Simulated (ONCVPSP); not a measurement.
**gallium: one change to an ONCV potential, before and after**

```
Element                 : Ga
Generator               : ONCVPSP 4.0.1
Type                    : optimised norm-conserving Vanderbilt (ONCV)
Functional              : PBE
Relativity              : scalar-relativistic
Frozen core             : [Ar] 3d10
Valence charge          : 3
Reference configuration : 4s2 4p1
Partial waves           : 4s: rc 2.05 bohr, ncon 4, nbas 8, qcut 2.9 1/bohr, 1 projector; 4p: rc 1.75 bohr, ncon 4, nbas 9, qcut 5.4 1/bohr, 2 projectors, debl 2.8 Ha
Local potential         : polynomial inside 1.15 bohr (lpopt 3, dvloc0 3 Ha)
Core correction         : Teter function, fcfact 4.75, rcfact 1.2
```

Change: p: debl 0.3.

Cutoffs: the cutoffs (Ha) at which the residual kinetic energy of the hardest occupied pseudo-wave falls to 1 and 0.1 mHa per electron; they do not see the model core or the augmentation charge, which bear on the density cutoff. Errors are all-electron minus pseudo energies relative to the spin-unpolarised reference configuration.

**Question.** Predict the effect on cutoff, ghosts and configuration errors.

**Answer.** The potential gets neither clearly harder nor softer (19 Ha and 39 Ha → 19 Ha and 39 Ha); a bound ghost appears in p, which as a rule spoils a file; the errors of the 4 common tests hardly move.

```csv
quantity,base,changed
"cutoff, loose",19 Ha,19 Ha
"cutoff, tight",39 Ha,39 Ha
bound ghosts,none,p
GHOST(+) flags under 300 eV,s at 21.9 eV,s at 21.9 eV
"error for 4s2 4p0, meV [ΔE 5.69 eV]",+11,+11
"error for 4s1 4p0, meV [ΔE 26.82 eV]",-18,-18
"error for 4s2 4p0.5, meV [ΔE 2.03 eV]",+2.0,+2.0
"error for 4s0 4p3, meV [ΔE 13.37 eV]",-65,-68
s: phases at 2.08 bohr within 0.05 rad from the reference energy up to (Ha; the scan ends near 5),0.5,0.5
p: phases at 1.78 bohr within 0.05 rad from the reference energy up to (Ha; the scan ends near 5),4.6,4.9
"rms error of d²Exc/dni dnj with the model core, mHa",2.56,2.56
```

Base: The cutoffs count occupied waves only; projector 2 of the p channel, the hardest unoccupied one, needs 72 Ha at the loose tolerance. A true bound ghost makes a file unfit for plane-wave use even where its test errors are small: the radial tests pick states by their node count and pass the ghost by.
